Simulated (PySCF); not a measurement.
## Radial density of In⁺ (indium, charge +1)

B2PLYP, [Kr] 4d10 5s2, closed-shell 1S. Computed with PySCF 2.14 in def2-QZVPPD with the def2 core potential (28 electrons) (8s6p5d4f1g, 88 functions), with scalar relativity through the core potential. This is the valence pseudo-density: the core potential removes the inner electrons and smooths the orbitals near the nucleus.

| r (bohr) | 4πr²ρ (e/bohr) |
| --- | --- |
| 0.00806 | 1.054e-05 |
| 0.0136 | 2.368e-05 |
| 0.0228 | 4.839e-05 |
| 0.0384 | 9.090e-05 |
| 0.0645 | 0.0002541 |
| 0.109 | 0.001898 |
| 0.183 | 0.02576 |
| 0.307 | 0.5114 |
| 0.516 | 8.276 |
| 0.869 | 21.45 |
| 1.46 | 7.517 |
| 2.46 | 1.496 |
| 4.13 | 0.1763 |
| 6.95 | 0.001745 |

Energies and moments cover only the electrons outside the core potential.
